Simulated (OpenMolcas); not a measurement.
A calculation on Bi+.

```json
{
  "Program": "OpenMolcas 26.06",
  "Method": "XMS-CASPT2, IPEA 0.25 Eh, imaginary shift 0.1 Eh (closed shells correlated: 5d)",
  "Basis": "ANO-RCC-VTZP [8s7p5d3f2g]",
  "Scalar Hamiltonian": "DKH2, point nucleus",
  "Active space": "4 electrons in 4 orbitals (6s 6p)",
  "State averaging": "2S+1 = 3 even, 3 roots; 2S+1 = 1 even, 6 roots; 2S+1 = 5 odd, 1 root; 2S+1 = 3 odd, 9 roots; 2S+1 = 1 odd, 8 roots",
  "Spin-orbit coupling": "state interaction with AMFI integrals over the reference wave functions, term energies averaged over their components"
}
```

(1) Which level of the active space comes out lowest?

(2) How high does 6s 6p3 3P* 1 [67 %] lie?

(3) How high does 6s 6p3 3D* 3 lie?

(4) How high does 6s 6p3 3D* 2 [75 %] lie?

(5) The level at 107250 cm-1 has J = 2. What is it made of, and what is its g factor?

## Answers

(1) 6s2 6p2 3P0, with 85 % of that term.

(2) 106010 cm-1 above the lowest level.

(3) 94770 cm-1 above the lowest level.

(4) 91120 cm-1 above the lowest level.

(5) 46 % 6s 6p3 1D* 2, 32 % 6s 6p3 3P*, 17 % 6s 6p3 3D*; g = 1.239, against 1.000 from Landé's formula for the pure leading term.

Term energies are means over components that CASPT2 splits; among the terms shown or strongly mixed into the levels shown the widest spread is 3500 cm-1 (6s 6p3 1D*). Over all roots computed the reference weight is 0.82 to 0.93; the roots of lowest weight are the least certain, and an intruder state may touch them. Terms of s pⁿ other than that of highest spin mix with s² pⁿ⁻² d, which this space lacks; all of them can be thousands of cm-1 off, and some have no real level of that name. Spin-orbit splittings of 6p shells tend to come out small when the coupling is added on scalar orbitals. Only configurations of the active space appear.

A share in square brackets marks a mixed level and gives the weight of the term that names it. * marks odd parity.
